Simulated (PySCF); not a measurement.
Molecular orbitals of YCl

PBE0 at R = 2.384 Å; PySCF, scalar-relativistic core potentials, basis sets Y def2-TZVPP with ECP28, Cl def2-TZVPP. State: ¹Σ⁺ (singlet), closed shell. Only the outer orbitals are listed, counted within each symmetry, core potentials removing the inner ones.

```csv
orbital,occ.,ε (eV),on Y (%),main shells (%)
5σ,2,-31.48,97,97 Y p
2π,2,-31.40,100,100 Y p
2π,2,-31.40,100,100 Y p
6σ,2,-21.98,6,94 Cl s
7σ,2,-9.98,14,"85 Cl p, 9 Y d"
3π,2,-9.29,9,90 Cl p
3π,2,-9.29,9,90 Cl p
8σ,2,-4.86,100,"83 Y s, 14 Y d"
1δ,0,-2.12,100,100 Y d
1δ,0,-2.12,100,100 Y d
4π,0,-1.88,97,"72 Y d, 24 Y p"
```

Question: Which are the highest filled and the lowest empty level, where do they sit, and how wide is the gap?

Answer: Highest filled 8σ at -4.86 eV (in %: 83 Y s, 14 Y d); lowest empty 1δ at -2.12 eV (in %: 100 Y d); the gap at PBE0 is 2.74 eV.

```json
{"bond order (Mayer)": "1.26", "⟨S²⟩": "0.000", "charge on Y (Mulliken, basis-dependent)": "0.29", "charge on Y (Löwdin, basis-dependent)": "-0.59", "dipole moment (positive dipole means Y(−)Cl(+))": "-2.48 D", "polarisability along the bond": "136.4 bohr³", "polarisability across the bond": "140.7 bohr³"}
```

Spin–orbit coupling is left out.
